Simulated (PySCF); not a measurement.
Unknown compound

The spectra below were simulated for a compound C₂H₁₀F₂OSi₃.

¹H NMR (400 MHz, computed): δ 6.38 (m, 1H), 4.20 (s, 9H).

¹³C{¹H} NMR (computed): δ 125.1, 56.2.

Computational details: NMR shieldings at PBE0/pcSseg-1/GIAO, GFN2-xTB geometry, in PySCF 2.14 (no relativistic terms, one conformer, fast rotation and ring inversion assumed for equivalent nuclei, gas phase).

Referencing at the same level of theory: ¹H (σ = 31.72 ppm) and ¹³C (σ = 186.93 ppm) vs TMS.

**Question.** What is the structure?

**Answer.** 
- The formula gives 0 degrees of unsaturation.
- 2 carbon signals for 2 carbons: no two carbons are equivalent.
- Carbon types of the structure: 1 × C, 1 × CH, leaving 9 H on heteroatoms.
- δC 125.1: sp3 CH bonded to 2 F and O; 3 electronegative neighbours deshield it.
- δC 56.2: fully substituted sp3 carbon bonded to O and 3 Si; the inductive effect lowers its shielding.
- δH 6.38: hydrogen on an sp3 CH bonded to 2 F and O; its carbon carries F and O, hence the downfield position.
- δH 4.20: hydrogen on a silicon bonded to C.

Structure: `FC(F)OC([SiH3])([SiH3])[SiH3]`.

This is the structure that produced the data.

Splittings by ¹⁹F in the carbon and heteronuclear signals aren't shown, as no couplings were computed. Shifts are as computed. Against solution values, carbons near 30 ppm lie about +3 ppm off and those near 130 ppm about +5 ppm. Of 1211 compounds with measured shifts, 218 miss one by over three times the rms of a fit or turn the order of signals round; such compounds aren't used in these exercises. No couplings were computed; multiplicities are counted from neighbouring protons, with m where these are inequivalent, close in shift, in a saturated or five-membered ring or joined by F or P, and br s for small geminal =CH2 splittings.
